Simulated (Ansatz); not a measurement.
Calculated with Ansatz (gas phase, PBE0-D4/def2-TZVP geometries, no zero-point term in ΔE). CCSD(T)/CBS is the MP2 limit (def2-TZVPP, def2-QZVPP) plus CCSD(T) − MP2 in def2-TZVPP, frozen cores. Functionals use def2-TZVPP. For Br, Ge outer-core shells are correlated without core-valence functions, which leaves a few kJ/mol of doubt a bond. Scalar relativity is left out up to krypton. One conformer a species, not always the lowest.

Reaction (formal exchange of groups at a Ge–C bond): `F[CH](F)[GeH3]` + `BrCBr` → `[GeH3][Br]` + `FC(F)CBr`

`F[CH](F)[GeH3]`:

Z-matrix (Å, degrees):
```
C
F 1 1.362
Ge 1 1.997 2 110.1
F 1 1.362 2 107.4 3 119.9
H 1 1.096 2 107.5 3 -124.7
H 3 1.534 1 108.2 2 179.5
H 3 1.534 1 108.2 2 -61.1
H 3 1.532 1 108.1 2 59.2
```

`BrCBr`:

Z-matrix (Å, degrees):
```
C
Br 1 1.922
Br 1 1.922 2 113.8
H 1 1.084 2 107.8 3 -119.5
H 1 1.084 2 107.8 3 119.5
```

`[GeH3][Br]`:

Cartesian coordinates in Å:
```
Ge -0.004 -0.052 0.183
Br 0.049 0.578 -2.038
H -0.633 -1.447 0.243
H -0.854 0.983 0.927
H 1.442 -0.062 0.686
```

`FC(F)CBr`:

Cartesian coordinates in Å:
```
F 1.382 -0.203 1.032
C 0.216 0.358 0.645
F 0.441 1.688 0.477
C -0.237 -0.206 -0.676
Br -0.756 -2.055 -0.492
H -0.515 0.228 1.448
H -1.104 0.343 -1.034
H 0.573 -0.153 -1.401
```

| level | ΔE (kcal/mol) |
| --- | --- |
| revPBE-D4 | -36.0 |
| CCSD/CBS(def2) | -40.7 |

**Question.** What does CCSD(T)/CBS give? (Estimate.)

**Answer.** Ansatz gave: -39.7 kcal/mol. The listed levels differ from it by 3.7, -1.0 kcal/mol.

Largest T1 diagnostic among the species: 0.012.

In def2-TZVPP, CCSD(T) changes the Hartree–Fock value by +7.0 kcal/mol (the triples alone add +1.0 kcal/mol) and MP2 by +6.6 kcal/mol. From PBE to PBE0 (25 % exact exchange), in def2-TZVPP and without D4, ΔE moves by −3.4 kcal/mol. Leaving LDA and LC-ωPBE aside and taking each functional with its dispersion term where it has one, the values, not all of them listed here, spread over 7.0 kcal/mol, from BHLYP-D4 to BLYP-D4. LDA lies −1.5 kcal/mol from PBE without D4.
